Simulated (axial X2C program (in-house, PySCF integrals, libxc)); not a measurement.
MnBr: cheaper levels and CCSD(T), 2c

All values were computed with an axial X2C code built on PySCF integrals. Two-component (2c) means X2C with spin–orbit coupling and atomic mean-field two-electron Coulomb and Gaunt terms. Basis: Br dyall-cv3z [8s9p6d4f1g], Mn dyall-cv3z [9s10p6d3f2g] (cores contracted in-house); Gaussian nuclei, density fitting, unrestricted open shells. Masses: Br 78.918 u, Mn 54.938 u.

State: Ω = 3 (⟨Sz⟩ = 3.00, ⟨Lz⟩ = 0.00 at HF); fragments Br + Mn.

```csv
level,Re (Å),ωe (cm⁻¹),De (eV)
PBE0,2.382,284.9,3.21
HF,2.461,273.1,2.59
MP2,2.403,286.3,3.06
CCSD,2.405,285.7,2.71
PBEsol,2.343,290.7,3.57
```

Correlated methods: 14 electrons correlated (number of frozen shells: Br 3 s, 2 p, 1 d; Mn 3 s, 2 p), 276 virtual spin orbitals or spinors in MP2, 90 natural virtuals in coupled cluster.

CCSD(T), same Hamiltonian and basis:

Re = 2.402 Å, ωe = 285.8 cm⁻¹, De = 2.74 eV; T1 = 0.013 (Lee–Taylor normalisation).

Problem. Give the differences from CCSD(T) in the columns below.

Solution. 

```csv
level,ΔRe (Å),Δωe (cm⁻¹),ΔDe (eV)
PBE0,-0.020,-0.9,0.47
HF,0.059,-12.7,-0.15
MP2,0.001,0.5,0.32
CCSD,0.003,-0.1,-0.03
PBEsol,-0.059,4.9,0.83
```

The state is one determinant whose occupation by symmetry is held fixed; it was picked as the lowest of a PBE0 search that is not exhaustive. Dissociation energies refer to the lowest single-determinant-based atoms at the same level and basis. Density functionals use the spin component along the axis (collinear). Coupled cluster ran in a truncated set of natural virtual spinors; the MP2 energy of the rest was added. (T) has no such correction and the atoms are truncated less, which lowers De at CCSD(T) by a hundredth of an eV or more. Other states lie close and PBE0, whose exact exchange favours high spin, may order them wrongly; the determinant shown need not be the ground state. The nearest other 2c determinant of the search, Ω = 2, lies 0.64 eV up at the distance of the search. Without a current term, density functionals place determinants with orbital angular momentum somewhat too high. With several unpaired electrons one determinant need not be a pure state. Open-shell Ω = 0 determinants with evenly filled partner blocks cannot be reached by this program, so the Ω shown need not be the lowest component.
